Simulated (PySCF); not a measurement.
# SiH₄ + Br₂ → SiH₂ + 2 HBr

Level: PBE in the def2-TZVP basis family, all electrons, no relativity, computed in PySCF with density fitting; open shells unrestricted.

```csv
species,state and structure,E (Eh),ZPE (kJ/mol),H(298 K) − H(0) (kJ/mol),S° (J/(mol K))
SiH₄,"singlet, Td, Si–H 1.493 Å (×4)",-291.72118,79.2,10.6,205.2
Br₂,"singlet, D∞h, Br–Br 2.311 Å",-5147.53281,1.9,9.7,245.5
SiH₂,"singlet, C2v, Si–H 1.539 Å (×2); H–Si–H 90.5°",-290.45799,29.5,10.0,207.8
HBr,"singlet, C∞v, H–Br 1.433 Å",-2574.36782,15.4,8.7,198.6
```

**Question.** What is the electronic reaction energy?

**Answer.** At PBE/def2-TZVP, ΔE = 158.5 kJ/mol from the differences of the total energies times 2625.5, uphill. 

**Question.** Add zero-point, thermal and entropy terms for 298.15 K and 1 bar.

**Answer.** ΔZPE = -20.8 and Δ[H(298) − H(0)] = 7.1 kJ/mol give ΔH° = 144.8 kJ/mol. ΔS° = 154.3 J/(mol K), so ΔG° = 144.8 − 298.15 × (0.1543) = 99 kJ/mol and log₁₀K = -17.3. ΔG° would change sign near 940 K if ΔH° and ΔS° stayed fixed.

Only the bonding shown was studied: isomers, or loss of a ligand pair, can lie lower.
